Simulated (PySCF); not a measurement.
Isomers of C6H7F3O. Level of theory: PBE0-D3(BJ)/def2-SVP geometry optimisation, gas phase (PySCF). One conformer each; no zero-point energy, no entropy. No frequencies were run at this level. Point groups hold within 0.08 Å.

Question: Rank from lowest to highest electronic energy at this level (kcal/mol).
A. `[F:1][C:2]([F:3])([F:4])[C:5]1=[CH:6][O:7][CH2:8][CH2:9][CH2:10]1` with C5–C6–O7–C8 -10°, C6–O7–C8–C9 42°, O7–C8–C9–C10 -59°, C8–C9–C10–C5 44°
B. `[F:1][C:2]([F:3])([F:4])[O:5][CH:6]=[C:7]1[CH2:8][CH2:9][CH2:10]1` with C2–O5–C6–C7 -157°
C. `[CH2:1]=[CH:2][O:3][C:4](=[CH2:5])[CH2:6][C:7]([F:8])([F:9])[F:10]` with C1–C2–O3–C4 151°, C2–O3–C4–C5 -23°, O3–C4–C6–C7 -85°

Answer: A (0.0), B (22.4), C (26.9).

| SMILES | E (Eh) | E rel (kcal/mol) | dipole (D) | point group | A, B, C (MHz) |
| --- | --- | --- | --- | --- | --- |
| FC(F)(F)C1=COCCC1 | -606.53011 | 0.0 | 3.14 | C1 | 2628, 903.2, 780.4 |
| FC(F)(F)OC=C1CCC1 | -606.49445 | 22.4 | 2.40 | C1 | 3559, 604.9, 575.3 |
| C=COC(=C)CC(F)(F)F | -606.48726 | 26.9 | 1.85 | C1 | 2578, 760.2, 681.9 |
